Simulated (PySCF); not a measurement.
# Structure from 2D NMR

Compound of formula C4H7B. Correlations simulated from computed shifts and couplings:

HSQC (one-bond C–H):
```
  δH     δC  1J(C,H) (Hz)
7.26  175.7           162
7.08  146.6           148
6.79  147.8           163
6.05  138.7           167
6.01  138.7           171
```

COSY cross peaks (|J| ≥ 2 Hz):
```
  δH    δH  abs. J (Hz)  bonds
7.26  7.08         17.5      3
7.26  6.79         12.0      3
7.08  6.79          7.3      3
6.79  6.05         18.2      3
6.79  6.01         11.1      3
```

HMBC (two and three bonds, |J| ≥ 2.5 Hz):
```
  δH                      δC [abs. J in Hz]
7.26  147.8 [6.7], 146.6 [4.0], 138.7 [5.7]
7.08                            147.8 [9.6]
6.79               175.7 [8.3], 146.6 [5.0]
6.79               175.7 [4.8], 146.6 [4.3]
6.05                            175.7 [9.4]
6.01                           175.7 [13.7]
```

Computed data (PySCF 2.14): shielding tensors at PBE0/pcSseg-1 (GIAO), J: B3LYP/pcJ-1 (spin–dipole term only in couplings to heteroatoms), geometry from PBE0-D3(BJ)/def2-SVP. Isolated molecule, equivalent nuclei averaged, non-relativistic, single conformer.

Referencing at the same level of theory: 1H and 13C against TMS.

Exchangeable hydrogens are left out of these lists, and C,H couplings along chains are those of one rotamer, so weak HMBC peaks may be missing or extra.

Assemble the structure.

Results:

`B/C=C/C=C`.

Atoms are numbered as in `[BH2:1]/[CH:2]=[CH:3]/[CH:4]=[CH2:5]`. Each H is labelled by its parent atom. Ha(C5) is cis to C3; Hb(C5) is trans to C3.

δC 175.7 is C3, an alkene CH (δH 7.26). δC 147.8 is C4, an alkene CH (δH 6.79). δC 146.6 is C2, an alkene CH (δH 7.08). δC 138.7 is C5, a terminal =CH2 carbon (δH 6.01, 6.05). COSY links 7.26–7.08, 7.26–6.79, 7.08–6.79, 6.79–6.05, 6.79–6.01.

Hydrogens on boron are broadened and split by 11B (spin 3/2, 80 %) and 10B (spin 3). A carbon bonded to boron is broadened by the quadrupolar boron nucleus and is often missing from a measured spectrum. Unscaled 3J(H,H) at this level run about 10 % above measured values. Shifts are as computed. Against solution values, carbons near 30 ppm lie about +2 ppm off and those near 130 ppm about +5 ppm. Of 1211 compounds with measured shifts, 218 miss one by over three times the rms of a fit or turn the order of signals round; such compounds aren't used in these exercises.
